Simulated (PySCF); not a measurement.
**How methods differ on the ionisation energy of N⁺**

N⁺ [He] 2s2 2p2 (3P) → N²⁺ [He] 2s2 2p1 (2P), as a difference of total energies. Computed with PySCF 2.14 in aug-cc-pVDZ, with the non-relativistic Hamiltonian (point nucleus). Correlated levels: valence: 1s2 frozen. The calculations carry no spin-orbit coupling.

```tsv
method	ionisation energy (eV)	difference from reference (eV)
UHF	29.225	-0.376
LDA	30.087	+0.486
PBE	29.961	+0.360
PBE0	29.959	+0.358
r2SCAN	30.171	+0.570
TPSSh	29.890	+0.289
LC-wPBE	30.149	+0.548
BHandHLYP	29.893	+0.292
M06-L	29.867	+0.266
MP2 (valence)	29.462	-0.139
SCS-MP2 (valence)	29.358	-0.243
```

Reference: 29.601 eV (semi-empirical (NIST evaluation); NIST Atomic Spectra Database, ionization energies).

Errors of the correlated levels include the incompleteness of this basis and the frozen core.
